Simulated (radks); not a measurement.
Values are calculated unless marked as measured or tabulated.
Question: These are the eigenvalues of the occupied orbitals of an atom or ion with whole-number occupations (hartree). Level of theory: scalar-relativistic Kohn-Sham, PBEsol, spin-polarised, spherical densities, point nucleus (a radial shooting solver on a logarithmic mesh with Libxc functionals).

orbital  eigenvalue
1s down   -1841.026
1s up     -1841.026
2s up     -304.3804
2s down   -304.3766
2p up     -270.9409
2p down   -270.9382
3s up     -67.87747
3s down   -67.77892
3p up     -57.51999
3p down   -57.42191
3d up     -43.83352
3d down   -43.75742
4s up     -14.13677
4s down   -13.91176
4p up     -10.72257
4p down   -10.49930
4d up      -6.00119
4d down    -5.78025
5s up      -2.38070
5s down    -2.25335
5p up      -1.54366
5p down    -1.44140
4f up      -0.89372
5d up      -0.57913

Which element is it, and in what charge state? The configuration may be excited. Open shells, if any, are filled with parallel spins first.

Answer: Z = 64, gadolinium, charge +2: Gd2+ in [Xe] 4f7 5d1. The list shows which subshells hold electrons but not how many an open one holds; the 1s level, -1841 hartree, gives Z - s = 60.7 by -(Z - s)^2/2, which with screening and relativity narrows Z to a few neighbours, and the depths of the outer levels then fix element, charge and occupations together.
